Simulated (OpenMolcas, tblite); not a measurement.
**CH3AlF2O (SMILES C[O][Al]([F])[F]): methods side by side**

CH3AlF2O has 8 atoms, charge 0, and is taken as a singlet. SMILES: `C[O][Al]([F])[F]`. The coordinates come from a PBE0-D4/def2-TZVP relaxation.

```xyz
8

C    -0.2390    0.9007    0.8815
O    -0.4598   -0.3163    0.2226
Al    0.2276   -1.1563   -1.0353
F    -0.3926   -2.6027   -1.4745
F     1.5203   -0.5812   -1.8618
H     0.6096    1.4542    0.4652
H    -0.0428    0.7157    1.9416
H    -1.1311    1.5289    0.8048
```

Each level gives the vertical energy of the triplet above the singlet (eV). The values are calculated.

| level | kind | program | value (eV) | less CCSD(T)/6-31G* | CPU time (all runs) |
| --- | --- | --- | --- | --- | --- |
| GFN1-xTB | semi-empirical | tblite | 4.97 | -1.80 | under 2 s |
| HF/6-31G* (spherical functions) | Hartree–Fock | OpenMolcas | 6.24 | -0.53 | 19 s |
| SVWN5/6-31G* (spherical functions) | LDA | OpenMolcas | 5.91 | -0.86 | 59 s |
| BLYP/6-31G* (spherical functions) | GGA | OpenMolcas | 5.87 | -0.90 | 95 s |
| M06-L/6-31G* (spherical functions) | meta-GGA | OpenMolcas | 6.53 | -0.24 | 2.1 min |
| B3LYP/6-31G* (spherical functions) | global hybrid | OpenMolcas | 6.28 | -0.49 | 69 s |
| CCSD(T)/6-31G* (spherical functions), open shells restricted | coupled cluster or CI | OpenMolcas | 6.77 | 0.00 | 2.1 min |

CCSD(T)/6-31G* (spherical functions), open shells restricted is the highest level here, not the true value. The values span 4.97 to 6.77 eV. A triplet this far above the singlet is often a Rydberg-like or dissociative state; sets without diffuse functions put Rydberg states too high. Times are those of the runs behind each value, whatever else they computed, on shared processors of several kinds: orders of magnitude only.
